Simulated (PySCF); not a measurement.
## Working out the ionisation energy of Pd

Pd [Kr] 4d10 (1S) → Pd⁺ [Kr] 4d9 (2D). Calculation: PySCF 2.14, in def2-QZVPPD with the def2 core potential (28 electrons) (7s5p4d4f2g, 88 functions); scalar relativity through the core potential. Frozen: nothing. Energies in hartree (1 hartree = 27.21139 eV):

| part | Pd (lower) | Pd⁺ (upper) |
| --- | --- | --- |
| UHF | -127.032375 | -126.802694 |
| MP2 opposite-spin | -0.489187 | -0.430218 |
| MP2 same-spin | -0.229529 | -0.194052 |

Problem. What does Hartree-Fock give?

Solution. (-126.802694) − (-127.032375) = 0.229681 hartree = 6.250 eV.

Problem. What do MP2 and SCS-MP2 (6/5 opposite-spin, 1/3 same-spin) give?

Solution. The opposite-spin parts differ by 1.605 eV and the same-spin parts by 0.965 eV. MP2: 6.250 + (1.605) + (0.965) = 8.820 eV. SCS-MP2: 6.250 + 1.2 × (1.605) + (0.965)/3 = 8.498 eV.

Measured between the centres of the two terms (NIST): 8.512 eV, so MP2 (valence and next inner shell) is off by 0.308 eV.

What remains against the reference includes basis incompleteness and correlation beyond second order.
